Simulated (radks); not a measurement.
Results of a calculation; reference values are marked as such.
Removal energies from the selenium ion Se+, [Ar] 3d10 4s2 4p3, by Delta-SCF beside the eigenvalue of the level emptied. Code: a radial shooting solver on a logarithmic mesh with Libxc functionals. Model: scalar-relativistic Kohn-Sham, PBEsol, spin-polarised, spherical densities, finite nucleus; Fermi nuclear charge, rms radius of each element as measured or else 0.836 A^(1/3) + 0.57 fm. Open shells are filled with parallel spins first.

removed from,final configuration,Delta-SCF (eV),-eigenvalue (eV)
4p,[Ar] 3d10 4s2 4p2,21.314,16.394
4s,[Ar] 3d10 4s1 4p3,30.107,25.047
3d,[Ar] 3d9 4s2 4p3,74.814,63.128
3p,[Ne] 3s2 3p5 3d10 4s2 4p3,174.88,162.84
